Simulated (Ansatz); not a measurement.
Steps of a relaxation of `C[CH2][InH][OH]` with RKS PBE0-D4/def2-TZVP.

```sh
$ ansatz run in.yaml --threads 4 --pin off --events-out ev --progress --plain --max-ram 10444MiB
```

```yaml
crystal:
  periodic: [false, false, false]
  atoms:
    - {symbol: C, position_ang: [-1.525090, 0.552590, 0.387170]}
    - {symbol: C, position_ang: [-0.426890, -0.469720, 0.631350]}
    - {symbol: In, position_ang: [1.582840, 0.203560, -0.135310]}
    - {symbol: O, position_ang: [2.242340, -0.653530, -1.754370]}
    - {symbol: H, position_ang: [-1.325170, 1.477360, 0.927120]}
    - {symbol: H, position_ang: [-1.613500, 0.787360, -0.675140]}
    - {symbol: H, position_ang: [-2.485000, 0.161690, 0.730810]}
    - {symbol: H, position_ang: [-0.620030, -1.394330, 0.079880]}
    - {symbol: H, position_ang: [-0.341940, -0.702130, 1.691800]}
    - {symbol: H, position_ang: [2.760080, 1.372050, 0.325530]}
    - {symbol: H, position_ang: [1.752360, -1.334870, -2.208830]}
basis:
  gaussian: {orbitals: def2-TZVP}
hamiltonian: {xc: pbe0, dispersion: d4}
relax: {f_tol: 0.005, max_steps: 150}
```

Positions (Å) and forces (eV/Å) along the path, 13 of 36 steps:

```xyz
11
step=1 energy=-9405.9529 eV
C    -1.525    0.553    0.387    0.221   -0.161   -0.017
C    -0.427   -0.470    0.631    0.838    0.220   -0.518
In    1.583    0.204   -0.135   -0.999    0.184    1.106
O     2.242   -0.654   -1.754    0.521   -0.307   -0.833
H    -1.325    1.477    0.927   -0.083    0.137    0.005
H    -1.613    0.787   -0.675   -0.123    0.086   -0.007
H    -2.485    0.162    0.731   -0.148    0.071   -0.018
H    -0.620   -1.394    0.080   -0.029   -0.015    0.136
H    -0.342   -0.702    1.692    0.090   -0.089    0.052
H     2.760    1.372    0.326   -0.091   -0.021    0.048
H     1.752   -1.335   -2.209   -0.197   -0.105    0.045
11
step=2 energy=-9406.0239 eV
C    -1.496    0.553    0.370   -0.001   -0.092    0.019
C    -0.374   -0.461    0.568   -0.089   -0.063    0.057
In    1.541    0.202   -0.098    0.133    0.203   -0.064
O     2.196   -0.674   -1.754    0.329   -0.049   -0.291
H    -1.294    1.488    0.895   -0.016    0.057    0.008
H    -1.648    0.794   -0.686    0.005    0.000    0.040
H    -2.446    0.165    0.752   -0.021    0.034   -0.006
H    -0.599   -1.401    0.056    0.023    0.033    0.073
H    -0.225   -0.685    1.627   -0.216   -0.087    0.058
H     2.665    1.385    0.437   -0.019   -0.063   -0.027
H     1.680   -1.366   -2.167   -0.128    0.026    0.132
11
step=3 energy=-9406.0446 eV
C    -1.496    0.551    0.376   -0.010   -0.024   -0.018
C    -0.374   -0.460    0.590   -0.071   -0.043    0.039
In    1.545    0.209   -0.118    0.029   -0.011    0.011
O     2.225   -0.673   -1.774    0.130    0.016   -0.091
H    -1.307    1.489    0.904   -0.001    0.019    0.003
H    -1.632    0.795   -0.681   -0.007    0.009    0.012
H    -2.454    0.165    0.740    0.003    0.009   -0.002
H    -0.592   -1.396    0.068   -0.017   -0.009    0.020
H    -0.277   -0.702    1.653    0.010   -0.001   -0.051
H     2.677    1.379    0.411    0.017    0.021   -0.007
H     1.684   -1.358   -2.169   -0.084    0.013    0.084
11
step=9 energy=-9406.0489 eV rejected
C    -1.505    0.583    0.437    0.080    0.018   -0.062
C    -0.395   -0.469    0.494   -0.104   -0.014    0.042
In    1.531    0.245   -0.178    0.084   -0.087   -0.137
O     2.339   -0.789   -1.703   -0.087    0.069    0.119
H    -1.272    1.462    1.051   -0.008   -0.098   -0.072
H    -1.683    0.939   -0.586    0.031   -0.044    0.146
H    -2.455    0.180    0.804    0.010   -0.005   -0.006
H    -0.648   -1.342   -0.121    0.022    0.115    0.089
H    -0.263   -0.832    1.522   -0.024    0.038   -0.139
H     2.559    1.541    0.289   -0.033   -0.055   -0.031
H     1.793   -1.518   -2.009    0.026    0.062    0.051
11
step=11 energy=-9406.0513 eV
C    -1.506    0.582    0.435    0.065   -0.004   -0.034
C    -0.395   -0.468    0.496   -0.076    0.006    0.025
In    1.530    0.241   -0.179    0.053   -0.036   -0.071
O     2.337   -0.779   -1.707   -0.022    0.074    0.089
H    -1.274    1.462    1.045   -0.001   -0.057   -0.040
H    -1.683    0.933   -0.587    0.016   -0.024    0.083
H    -2.455    0.179    0.804    0.005   -0.004   -0.004
H    -0.649   -1.342   -0.112    0.011    0.063    0.048
H    -0.264   -0.826    1.524   -0.013    0.021   -0.081
H     2.565    1.528    0.290   -0.023   -0.029   -0.017
H     1.794   -1.511   -2.008   -0.016   -0.010    0.003
11
step=13 energy=-9406.0527 eV
C    -1.503    0.584    0.442    0.001    0.004    0.000
C    -0.401   -0.469    0.486    0.027    0.011   -0.010
In    1.526    0.243   -0.188   -0.026   -0.011    0.007
O     2.348   -0.787   -1.694   -0.002    0.001    0.004
H    -1.263    1.453    1.059    0.002    0.000    0.003
H    -1.681    0.948   -0.573    0.000    0.001   -0.002
H    -2.454    0.183    0.808   -0.004   -0.006    0.004
H    -0.659   -1.335   -0.128   -0.005    0.001   -0.003
H    -0.265   -0.839    1.507   -0.003   -0.001    0.000
H     2.543    1.542    0.270    0.006    0.007   -0.001
H     1.808   -1.524   -1.989    0.004   -0.005   -0.003
11
step=14 energy=-9406.0539 eV
C    -1.506    0.594    0.466   -0.004    0.027   -0.005
C    -0.412   -0.469    0.455    0.035   -0.009    0.010
In    1.515    0.249   -0.211   -0.013    0.010   -0.013
O     2.385   -0.818   -1.662   -0.032   -0.042    0.000
H    -1.250    1.438    1.113   -0.002   -0.019   -0.010
H    -1.695    1.000   -0.532    0.007   -0.010    0.018
H    -2.455    0.187    0.829   -0.001   -0.006    0.003
H    -0.685   -1.309   -0.190   -0.003    0.013    0.004
H    -0.266   -0.880    1.458   -0.013    0.007   -0.021
H     2.500    1.588    0.210   -0.004   -0.008    0.002
H     1.868   -1.579   -1.937    0.030    0.035    0.010
11
step=25 energy=-9406.0623 eV
C    -1.504    0.625    0.629    0.033   -0.051   -0.017
C    -0.486   -0.432    0.215   -0.026    0.048    0.014
In    1.439    0.320   -0.407    0.029   -0.030   -0.024
O     2.600   -1.011   -1.354   -0.048   -0.005    0.023
H    -1.144    1.234    1.462    0.005    0.001    0.007
H    -1.738    1.310   -0.189    0.000    0.004   -0.007
H    -2.448    0.170    0.947   -0.001    0.000    0.001
H    -0.864   -1.042   -0.610   -0.009    0.000   -0.008
H    -0.290   -1.127    1.037    0.000   -0.004    0.008
H     2.243    1.828   -0.278   -0.003   -0.004   -0.002
H     2.190   -1.874   -1.453    0.018    0.039    0.005
11
step=27 energy=-9406.0627 eV
C    -1.501    0.625    0.640    0.021   -0.029   -0.008
C    -0.492   -0.429    0.199   -0.022    0.030    0.007
In    1.433    0.324   -0.421    0.022   -0.025   -0.011
O     2.610   -1.019   -1.326   -0.022   -0.001    0.008
H    -1.134    1.214    1.484    0.000   -0.002   -0.003
H    -1.734    1.328   -0.164    0.002    0.000    0.002
H    -2.446    0.168    0.952   -0.001    0.002    0.000
H    -0.878   -1.020   -0.637   -0.004    0.001    0.002
H    -0.295   -1.142    1.006    0.001    0.000   -0.001
H     2.227    1.839   -0.317   -0.002   -0.001   -0.002
H     2.209   -1.887   -1.414    0.007    0.026    0.007
11
step=28 energy=-9406.0630 eV
C    -1.494    0.623    0.661    0.020    0.022    0.006
C    -0.504   -0.423    0.166   -0.027   -0.023    0.001
In    1.424    0.329   -0.447    0.011   -0.008   -0.026
O     2.632   -1.034   -1.277   -0.019   -0.020    0.009
H    -1.112    1.169    1.530   -0.017   -0.021   -0.041
H    -1.723    1.366   -0.109    0.011   -0.029    0.033
H    -2.443    0.166    0.960    0.002    0.007   -0.001
H    -0.908   -0.972   -0.692    0.020    0.017    0.039
H    -0.307   -1.174    0.939   -0.013    0.020   -0.029
H     2.186    1.863   -0.402    0.003   -0.011    0.002
H     2.248   -1.913   -1.329    0.009    0.045    0.007
11
step=30 energy=-9406.0632 eV
C    -1.493    0.621    0.662   -0.010    0.003    0.004
C    -0.504   -0.423    0.161    0.028    0.011   -0.008
In    1.423    0.334   -0.454   -0.015   -0.011    0.005
O     2.631   -1.036   -1.270    0.000    0.005    0.002
H    -1.109    1.163    1.530   -0.001   -0.002   -0.001
H    -1.723    1.366   -0.103    0.000   -0.001    0.001
H    -2.442    0.164    0.962    0.000    0.001    0.000
H    -0.908   -0.969   -0.696   -0.004    0.000   -0.001
H    -0.304   -1.175    0.930   -0.002    0.000    0.001
H     2.189    1.866   -0.407    0.000   -0.004   -0.002
H     2.240   -1.911   -1.316    0.003   -0.002   -0.002
11
step=34 energy=-9406.0634 eV
C    -1.488    0.620    0.679   -0.002    0.005    0.000
C    -0.515   -0.418    0.136    0.000   -0.006    0.001
In    1.412    0.336   -0.476    0.005   -0.004   -0.002
O     2.652   -1.043   -1.229   -0.008   -0.003    0.002
H    -1.093    1.128    1.562    0.000   -0.002   -0.001
H    -1.715    1.393   -0.059    0.001   -0.003    0.002
H    -2.440    0.164    0.970    0.000   -0.001    0.000
H    -0.934   -0.933   -0.734    0.000    0.002    0.001
H    -0.317   -1.197    0.879    0.000    0.004   -0.002
H     2.163    1.876   -0.473   -0.001   -0.001    0.000
H     2.275   -1.925   -1.253    0.004    0.006    0.001
11
step=36 energy=-9406.0634 eV
C    -1.486    0.619    0.684    0.001   -0.002    0.000
C    -0.519   -0.417    0.128   -0.001    0.001    0.000
In    1.409    0.337   -0.484    0.002   -0.001   -0.001
O     2.657   -1.046   -1.216   -0.002    0.001    0.001
H    -1.087    1.116    1.572    0.000    0.000    0.000
H    -1.711    1.401   -0.045    0.000    0.000    0.000
H    -2.439    0.164    0.972    0.000    0.000    0.000
H    -0.942   -0.921   -0.746    0.000    0.000    0.000
H    -0.321   -1.204    0.862    0.000    0.000    0.000
H     2.154    1.880   -0.494   -0.001    0.000    0.000
H     2.284   -1.929   -1.231    0.001   -0.001    0.000
```

Run time 68 s (4 threads of an Intel Xeon Platinum 8559C on a shared host); peak host memory 0.48 GiB.
